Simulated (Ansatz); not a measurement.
## Energy profile

The step: BNH₄O₂ ([NH2][B]([OH])[OH]) + H₂O → BH₃O₃ ([OH][B]([OH])[OH]) + NH₃ (still joined by a long B–N bond); bonds formed: B1–O6, N2–H5; bonds broken: H5–O6; bonds weakened to dative contacts: B1–N2 (atoms numbered as in the saddle structure below).

```csv
atom,x (Å),y (Å),z (Å)
B1,-0.2470,0.1856,-0.2443
N2,1.2974,-0.0334,-0.0414
O3,-0.7177,-0.5598,-1.3338
O4,-0.7652,1.4804,-0.0901
H5,0.6625,-0.6736,0.9461
O6,-0.4861,-0.6630,1.1972
H7,1.8387,0.7964,0.1536
H8,1.7382,-0.5697,-0.7755
H9,-1.5473,-0.1949,-1.6467
H10,-0.8576,1.7339,0.8285
H11,-0.9159,-1.5021,1.0064
```

Electronic energies by CCSD(T) at an estimated basis limit (MP2 extrapolated from triple and quadruple zeta, plus CCSD(T) − MP2 in triple zeta), on PBE0-D4/def2-TZVP structures; BNH$_{6}$O$_{3}$, singlet; no counterpoise correction. Ansatz 0.2.0; basis: def2-TZVPP and def2-QZVPP; cores frozen in the correlated methods. Extrapolation: Hartree–Fock as exp(−7.88 √X), correlation as X^−2.97.

Give the profile in kcal/mol, counted from the separated reactants. (Judge from chemistry; the value comes from the calculation.)

The calculation gives:
```json
{"point": "separated: BNH$_{4}$O$_{2}$ (linked as [NH2][B]([OH])[OH]; B1, N2, O3, O4, H7, H8, H9, H10; singlet) + H$_{2}$O (H5, O6, H11; singlet)", "kcal/mol": "0.00"}
{"point": "start structure", "kcal/mol": "-6.47"}
{"point": "saddle", "kcal/mol": "21.50"}
{"point": "end structure", "kcal/mol": "-8.90"}
{"point": "separated: BH$_{3}$O$_{3}$ (linked as [OH][B]([OH])[OH]; B1, O3, O4, O6, H9, H10, H11; singlet) + NH$_{3}$ (N2, H5, H7, H8; singlet)", "kcal/mol": "-8.32"}
```

T1 diagnostic: at most 0.012.

The step is the kind of ligand exchange by which a precursor binds to a hydroxyl group, or is hydrolysed, in atomic layer deposition of oxides.

For scale, one of the runs: CCSD(T)/def2-TZVPP, 239 basis functions, launched by `ansatz run in.yaml --threads 4 --pin off --events-out ev --progress --plain --max-ram 9574MiB`. The run took 3.3 min on 4 CPU threads of an Intel Xeon (shared host), with 5 GiB of host memory at its peak.
